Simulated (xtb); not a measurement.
xtb input:

```bash
xtb mol.xyz --gfn 1 --opt tight --chrg 0 --uhf 0
```
mol.xyz:
```
15

C      2.79482626    -0.07537439     0.85479247
O      1.57203389    -0.71671400     0.56789733
C      0.56497534     0.18632835     0.14676285
C     -0.70767942    -0.58644617    -0.13823303
Si    -2.14480481     0.48566262    -0.71124093
H      3.19521376     0.44016958    -0.02807278
H      2.68367594     0.65867820     1.66371717
H      3.50017453    -0.84380025     1.16731353
H      0.90291792     0.72322257    -0.75190047
H      0.39456752     0.94036965     0.92934781
H     -1.01114617    -1.12665574     0.76307221
H     -0.50727654    -1.34188882    -0.90335698
H     -2.48734428     1.49602955     0.31994570
H     -1.79685303     1.20107913    -1.96369024
H     -3.33566661    -0.35981528    -0.96211525
```

Problem. Predict the final energy.

Solution. -18.28684 Eh (GFN1-xTB).
